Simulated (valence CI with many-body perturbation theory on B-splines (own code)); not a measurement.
**Br XXII: calculated level list**

Calculated by configuration interaction combined with many-body perturbation theory (CI+MBPT): four valence electrons over a frozen Dirac-Fock core [Ne], radial functions for each j: 11 s, 11 p, 10 d, 8 f, 5 g, 2 h, with the one-electron correlation potential Σ1, the two-electron term Σ2, the three-electron term Σ3, Breit, model QED; selected CI, second order for the rest, scaled by the run's own slope (own B-spline code, finite nucleus).

No measured levels were compared; by estimate levels of excited configurations hold to 0.05 to 0.15 % of their energy, terms of the ground configuration to about 0.5 %. Among the levels kept, up to 800 cm⁻¹ of a level comes from second order outside the variational space, and about a tenth of that is noise between levels of different J, which matters for small intervals.

Levels 1 to 45 of 173, with energies above the lowest level, 3s2 3p2 3P_0. "Leading %" is the weight of the configuration and term that name the level; weights of strongly mixed levels are sums over their largest components and can fall short. Lifetimes count E1, E2, E3, M1 and M2 decay at the calculated energies, and are blank where another channel may lead or the interval is too uncertain; long ones can be off by a factor of two.

| No. | Configuration | Term | J | E (cm⁻¹) | Leading % | Lifetime | Second component |
| --- | --- | --- | --- | --- | --- | --- | --- |
| 1 | 3s2 3p2 | 3P | 0 | 0 | 85 |  | 13 % 3s2 3p2 1S |
| 2 | 3s2 3p2 | 3P | 1 | 58030 | 98 | 327 μs |  |
| 3 | 3s2 3p2 | 3P | 2 | 82520 | 61 | 7.89 ms | 37 % 3s2 3p2 1D |
| 4 | 3s2 3p2 | 1D | 2 | 162840 | 61 | 92.5 μs | 37 % 3s2 3p2 3P |
| 5 | 3s2 3p2 | 1S | 0 | 229850 | 84 | 27.5 μs | 13 % 3s2 3p2 3P |
| 6 | 3s 3p3 | 5S° | 2 | 435760 | 89 | 2.73 ns | 8 % 3s 3p3 3P° |
| 7 | 3s 3p3 | 3D° | 1 | 539530 | 70 | 141 ps | 13 % 3s 3p3 3P° |
| 8 | 3s 3p3 | 3D° | 2 | 545940 | 68 | 236 ps | 14 % 3s 3p3 3P° |
| 9 | 3s 3p3 | 3D° | 3 | 568800 | 88 | 305 ps | 10 % 3s2 3p 3d 3D° |
| 10 | 3s 3p3 | 3P° | 0 | 628470 | 90 | 87.4 ps | 9 % 3s2 3p 3d 3P° |
| 11 | 3s 3p3 | 3P° | 2 | 635990 | 33 | 98.9 ps | 24 % 3s 3p3 1D° |
| 12 | 3s 3p3 | 3P° | 1 | 636010 | 72 | 73.9 ps | 13 % 3s 3p3 3D° |
| 13 | 3s 3p3 | 3P° | 2 | 694130 | 31 | 139 ps | 29 % 3s2 3p 3d 1D° |
| 14 | 3s 3p3 | 3S° | 1 | 740910 | 59 | 8.92 ps | 31 % 3s 3p3 1P° |
| 15 | 3s2 3p 3d | 3F° | 2 | 743360 | 84 | 122 ps | 10 % 3s 3p3 1D° |
| 16 | 3s2 3p 3d | 3F° | 3 | 769270 | 92 | 212 ps |  |
| 17 | 3s2 3p 3d | 3F° | 4 | 822260 | 98 |  |  |
| 18 | 3s 3p3 | 1P° | 1 | 823640 | 41 | 10.8 ps | 26 % 3s 3p3 3S° |
| 19 | 3s2 3p 3d | 3P° | 2 | 828490 | 48 | 11.0 ps | 18 % 3s2 3p 3d 3D° |
| 20 | 3s2 3p 3d | 3D° | 1 | 841410 | 55 | 7.90 ps | 17 % 3s2 3p 3d 3P° |
| 21 | 3s2 3p 3d | 3D° | 2 | 885920 | 36 | 7.87 ps | 31 % 3s2 3p 3d 1D° |
| 22 | 3s2 3p 3d | 3P° | 0 | 892580 | 89 | 10.9 ps | 9 % 3s 3p3 3P° |
| 23 | 3s2 3p 3d | 3D° | 3 | 897800 | 78 | 8.74 ps | 9 % 3s 3p3 3D° |
| 24 | 3s2 3p 3d | 3P° | 1 | 901690 | 59 | 9.79 ps | 24 % 3s2 3p 3d 3D° |
| 25 | 3s2 3p 3d | 3P° | 2 | 912480 | 38 | 10.1 ps | 30 % 3s2 3p 3d 3D° |
| 26 | 3s2 3p 3d | 1F° | 3 | 971160 | 89 | 8.52 ps | 7 % 3s2 3p 3d 3D° |
| 27 | 3s2 3p 3d | 1P° | 1 | 999860 | 78 | 9.96 ps | 10 % 3s 3p3 1P° |
| 28 | 3p4 | 3P | 2 | 1071500 | 46 | 58.5 ps | 27 % 3s 3p2 3d 3P |
| 29 | 3s 3p2 3d | 5F | 1 | 1100000 | 86 | 957 ps | 5 % 3s 3p2 3d 5D |
| 30 | 3s 3p2 3d | 5F | 2 | 1111500 | 81 | 445 ps | 11 % 3s 3p2 3d 5D |
| 31 | 3p4 | 3P | 0 | 1128000 | 43 | 47.8 ps | 28 % 3s 3p2 3d 3P |
| 32 | 3s 3p2 3d | 5F | 3 | 1128900 | 76 | 534 ps | 18 % 3s 3p2 3d 5D |
| 33 | 3p4 | 3P | 1 | 1133800 | 45 | 68.1 ps | 38 % 3s 3p2 3d 3P |
| 34 | 3p4 | 1D | 2 | 1152900 | 43 | 89.6 ps | 20 % 3s 3p2 3d 1D |
| 35 | 3s 3p2 3d | 5F | 4 | 1157300 | 85 | 7.91 ns | 13 % 3s 3p2 3d 5D |
| 36 | 3s 3p2 3d | 5D | 0 | 1164900 | 89 | 169 ps | 5 % 3p4 3P |
| 37 | 3s 3p2 3d | 5D | 1 | 1169200 | 81 | 126 ps | 9 % 3p4 3P |
| 38 | 3s 3p2 3d | 5D | 2 | 1169700 | 61 | 116 ps | 9 % 3s 3p2 3d 5F |
| 39 | 3s 3p2 3d | 5D | 3 | 1171100 | 50 | 145 ps | 18 % 3s 3p2 3d 5F |
| 40 | 3s 3p2 3d | 5D | 4 | 1186700 | 60 | 1.99 ns | 28 % 3s 3p2 3d 3F |
| 41 | 3s 3p2 3d | 5F | 5 | 1186900 | 93 | 3.34 ns | 6 % 3s 3p2 3d 3G |
| 42 | 3s 3p2 3d | 3F | 2 | 1197900 | 80 | 208 ps | 8 % 3s 3p2 3d 5D |
| 43 | 3s 3p2 3d | 3F | 3 | 1220800 | 67 | 59.6 ps | 16 % 3s 3p2 3d 5P |
| 44 | 3s 3p2 3d | 5P | 3 | 1241900 | 66 | 13.4 ps | 20 % 3s 3p2 3d 5D |
| 45 | 3s 3p2 3d | 5P | 2 | 1250900 | 84 | 10.8 ps | 7 % 3s 3p2 3d 3P |

Names give the largest LS component (configuration and term), which can be under half, so a name can repeat, a term be missing and a line seem to break the LS rules; names also repeat where a configuration has a term twice.

The ionisation energy to 3s2 3p 2P°_1/2 of the next ion comes out as 919.77 eV (NIST: 920.8 ± 2.2 eV (semi-empirical)). All 173 levels together are meant to be complete up to 2081500 cm⁻¹.
